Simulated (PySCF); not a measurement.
Species: C5H12OSi.
Cartesian coordinates in Å at the GFN2-xTB level; atoms count from 1:
```xyz
19
C5H12OSi angstrom
C      2.719    0.847    0.101
Si     2.182   -0.969   -0.010
C      0.321   -1.041   -0.435
O     -0.342   -0.445    0.669
C     -1.720   -0.364    0.512
C     -2.314    0.788   -0.251
C     -2.437    0.722    1.245
H      2.616    1.356   -0.853
H      2.115    1.382    0.829
H      3.758    0.930    0.407
H      2.913   -1.662   -1.082
H      2.387   -1.653    1.269
H      0.079   -0.499   -1.359
H     -0.032   -2.072   -0.571
H     -2.205   -1.336    0.415
H     -1.632    1.517   -0.660
H     -3.191    0.611   -0.855
H     -3.397    0.498    1.682
H     -1.830    1.400    1.825
```

NICS is the negative of the GIAO shielding at a point without a nucleus: at the ring centre (0) and 1 Å above and below it (1); zz is the component along the ring normal. Level: GIAO PBE0/pcSseg-1 (PySCF, non-relativistic, gas phase) on the GFN2-xTB geometry, one conformer.

Ring bond lengths (Å), with Mayer bond orders in brackets: C5–C6 1.504 (0.95), C6–C7 1.502 (0.97), C7–C5 1.493 (0.98).

Problem. What do the NICS probes read (ppm)?

Solution. 
| ring | type | NICS(0) | NICS(1), two faces | NICS(1)zz, two faces | rms pucker (Å) | centre to ring atoms, mean (Å) |
| --- | --- | --- | --- | --- | --- | --- |
| C5–C6–C7 | 3-membered carbocycle; formal bonds all single | -39.9 | -7.2 / -9.6 | -16.9 / -24.4 | 0.00 | 0.87 |

Problem. What do they say, and how far can they be read as aromaticity?

Solution. 
- C5–C6–C7: mean NICS(1)zz -20.6 ppm, shielded. C5, C6, C7 have four or more neighbours, and the NICS criterion for π rings isn't applied. The two faces differ by 7.5 ppm, so no symmetry operation interchanges them. NICS(0) lies 31 ppm below the mean NICS(1).

Problem. What field does 9.4 T along the ring normal induce along that normal at the second NICS(1) probe listed for ring C5–C6–C7, 1 Å off the ring?

Solution. NICSzz × B0 = -24.4 ppm × 9.4 T = -229 μT, against the applied field.

Problem. List the ring angles and the Hirshfeld charges of the ring atoms.

Solution. 
- C5–C6–C7: C5 60.2° (+0.026 e), C6 59.6° (-0.102 e), C7 60.3° (-0.094 e); sum 180.0° against 180° for a flat convex ring.
